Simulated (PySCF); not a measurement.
Mg(NH2)2 (H₄MgN₂), SMILES [NH2][Mg][NH2].

Geometry optimised at B3LYP-D3(BJ)/def2-TZVP. Other conformers were not sampled.

These are CAM-B3LYP/def2-TZVPD (PySCF) values and carry that method's errors.

The molecule is in vacuum.

| Quantity | Value |
|---|---|
| total energy | -312.03051 hartree |
| point group | D2d |
| highest occupied level | -7.75 eV |
| lowest empty level | -0.24 eV |
| orbital gap | 7.51 eV |
| dipole moment | 0.000 e·Å |
| quadrupole, principal values (traceless, Buckingham form, about the centre of nuclear charge) | -4.71, 2.35, 2.35 D·Å |
| mean static polarisability | 44.2 bohr³ (6.55 Å³) |
| polarisability, principal values | 41.4, 41.4, 49.7 bohr³ |
